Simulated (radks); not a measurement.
Values are calculated unless marked as measured or tabulated.
The molybdenum ion Mo2+ inside a hard spherical wall (all orbitals vanish at R), configuration held at [Kr] 4d4 and not refilled when levels cross. Level of theory: scalar-relativistic Kohn-Sham, r2SCAN, spin-unpolarised, spherical densities, finite nucleus; meta-GGA in the generalised Kohn-Sham scheme; Fermi nuclear charge, rms radius 4.4091 fm (a radial shooting solver on a logarithmic mesh with Libxc functionals). Eigenvalues in eV, with the zero of energy where the potential of the charges vanishes at infinity; a dash marks a level that is unbound or too diffuse for the functional's potential to be trusted. A positive occupied level is held by the wall or, in an anion where self-interaction has pushed it up, behind a barrier. The pressure on the wall is -dE/dV.

R (bohr),E (hartree),kinetic (hartree),e(3d),e(4s),e(4p),e(4d),"e(5s, empty)","e(5p, empty)",pressure (GPa)
free,-4048.32372,4174.272,-242.22,-84.579,-57.857,-20.639,-17.007,-11.962,0
15,-4048.32372,4174.272,-242.22,-84.579,-57.857,-20.639,-17.007,-11.962,< 0.0001
10,-4048.32372,4174.272,-242.22,-84.579,-57.857,-20.639,-17.007,-11.958,< 0.0001
7,-4048.32350,4174.275,-242.21,-84.564,-57.843,-20.626,-16.948,-11.709,0.0207
6,-4048.32212,4174.289,-242.13,-84.495,-57.777,-20.563,-16.713,-11.105,0.205
3.5,-4048.12518,4175.437,-238.17,-81.325,-54.773,-16.979,-5.572,5.335,75.2
2.5,-4046.56678,4183.153,-223.86,-71.198,-44.247,-2.655,37.326,56.546,1590
